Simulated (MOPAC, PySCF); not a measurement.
[Zn(NH2)2], neutral singlet in the gas phase. 

Cartesian coordinates (Å):
```xyz
7

Zn    -0.0267     0.1996    -0.1074
N     -0.1342     0.9088     1.5753
H     -0.5411     1.8501     1.6250
H      0.7618     0.9641     2.0746
N      0.1142    -0.7528    -1.6627
H      0.3279    -0.1935    -2.4967
H     -0.7164    -1.3077    -1.9025
```
Charge 0, spin multiplicity 1.

All levels are single points at this geometry (TPSS-D3(BJ)/def2-SVP); Pople sets use spherical d functions. Orbital energies aren't observables, and empty levels follow the basis.

HF/3-21G in PySCF gives HOMO (eV) = -9.62.

**Question.** Estimate the HOMO (eV) from each of these levels: TPSSh-D3(BJ)/def2-TZVP in PySCF; B3LYP/6-311+G** (LANL2DZ on Zn) in PySCF; B3LYP/6-31G* (LANL2DZ on Zn) in PySCF; HF/STO-3G in PySCF; PM6 in MOPAC.

**Answer.** 
```csv
level,HOMO (eV)
TPSSh-D3(BJ)/def2-TZVP in PySCF,-6.07
B3LYP/6-311+G** (LANL2DZ on Zn) in PySCF,-6.51
B3LYP/6-31G* (LANL2DZ on Zn) in PySCF,-6.06
HF/STO-3G in PySCF,-4.09
PM6 in MOPAC,-9.35
```
